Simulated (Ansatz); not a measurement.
`[CH3][Sn]([CH3])([CH3])[Br]` at its PBE0-D4/def2-TZVP geometry, where that method's forces vanish. Total charge 0; spin multiplicity 1. Sn: def2 effective core potential.

```xyz
14

C    -1.0601    1.7631   -0.2140
Sn    0.2609    0.0871   -0.2377
C     1.2701   -0.2197    1.6176
C    -0.6379   -1.6862   -1.0139
Br    2.0624    0.6883   -1.8790
H    -1.8808    1.5848    0.4829
H    -0.5141    2.6541    0.0952
H    -1.4657    1.9226   -1.2128
H     1.9986   -1.0229    1.5087
H     0.5531   -0.4880    2.3954
H     1.7882    0.6943    1.9071
H    -1.4350   -2.0250   -0.3499
H     0.1149   -2.4696   -1.0995
H    -1.0544   -1.4831   -2.0002
```

(1) What forces (eV/Å) does PBE-D4/def2-TZVPP give on these atoms in the Gaussian-basis code of Ansatz? (Best estimate.)

Results:

(1) The calculation gave: 
```
C1  -0.059  0.069  0.004
Sn2 -0.023 -0.008  0.021
C3   0.039 -0.014  0.081
C4  -0.042 -0.076 -0.029
Br5  0.194  0.065 -0.177
H6  -0.152 -0.038  0.132
H7   0.106  0.164  0.058
H8  -0.073  0.026 -0.188
H9   0.135 -0.151 -0.025
H10 -0.138 -0.050  0.143
H11  0.095  0.173  0.050
H12 -0.149 -0.060  0.127
H13  0.144 -0.143 -0.014
H14 -0.076  0.043 -0.184
```
